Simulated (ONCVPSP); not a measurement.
# Mo ONCV: all-electron and pseudo phase curves

Mo, optimised norm-conserving Vanderbilt (ONCV), made with ONCVPSP 4.0.1 (LDA (Perdew-Zunger), scalar-relativistic). Core [Ar] 3d10, reference 4s2 4p6 4d5 5s0.75 5p0.25. Waves: 4s+5s: rc 1.75 bohr, ncon 3, nbas 6, qcut 8.5 1/bohr, 2 projectors; 4p+5p: rc 1.85 bohr, ncon 5, nbas 9, qcut 6 1/bohr, 2 projectors; 4d: rc 2.15 bohr, ncon 4, nbas 9, qcut 7.5 1/bohr, 2 projectors, debl 1.7 Ha. Local part: polynomial inside 1.15 bohr (lpopt 5, dvloc0 2 Ha). Core correction: polynomial model core, fcfact 0.55.

The phase is arctan(r·R′/R) of the radial function R(r), unwrapped; energies in Ha, scanned from -4 to 5 Ha. A pole is an energy at which the radial function vanishes at the test radius. The pseudo phase is shifted by a multiple of π to meet the all-electron one at the reference energy, and phase errors are pseudo minus all-electron; the curves can meet again beyond the range given. Levels narrower than the energy grid can be missing from the lists of poles.

```tsv
channel	radius (bohr)	reference energy (Ha)	poles, all-electron	poles, pseudo	unbroken range about the reference energy with phases within 0.05 rad	phase error 1 Ha above the reference energy (rad)
s	1.77	-0.17	-1.95	-1.95	the whole range	-0.001
p	1.88	-0.05	-0.97	-0.97	the whole range	-0.000
d	2.18	-0.16	0.40, 4.93	0.40, 4.96	the whole range	+0.000
```

Phases in the d channel:

```
E (Ha)  all-electron  pseudo
 -3.98         1.372   1.372
 -3.50         1.355   1.355
 -3.02         1.333   1.333
 -2.54         1.303   1.303
 -2.06         1.258   1.258
 -1.58         1.182   1.182
 -1.10         1.016   1.016
 -0.62         0.383   0.383
 -0.14        -1.131  -1.131
  0.34        -1.543  -1.543
  0.82        -1.727  -1.727
  1.30        -1.935  -1.935
  1.78        -2.456  -2.456
  2.26        -3.781  -3.780
  2.74        -4.328  -4.327
  3.22        -4.505  -4.504
  3.70        -4.592  -4.591
  4.18        -4.649  -4.647
  4.66        -4.691  -4.690
```
